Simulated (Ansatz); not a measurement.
`BO[SiH](N)[SiH3]`, charge 0, multiplicity 1.

(1) Give a relaxed structure at PBE0-D4/def2-TZVP (the Gaussian-basis code of Ansatz). (Best estimate.)

Answers

(1) The calculation gave: 
Z-matrix (Å, degrees):
```
Si
O 1 1.673
Si 1 2.346 2 110.3
N 1 1.703 2 113.5 3 121.6
H 1 1.483 2 104.3 3 -122.4
B 2 1.343 1 131.4 3 -12.2
H 3 1.487 1 112.1 2 -48.0
H 3 1.490 1 110.6 2 73.6
H 3 1.488 1 108.5 2 -167.9
H 4 1.006 1 121.9 2 -77.9
H 4 1.007 1 121.7 2 75.8
H 6 1.199 2 118.6 1 -178.6
H 6 1.207 2 120.2 1 1.3
```
This is one stationary point; other conformers may exist.
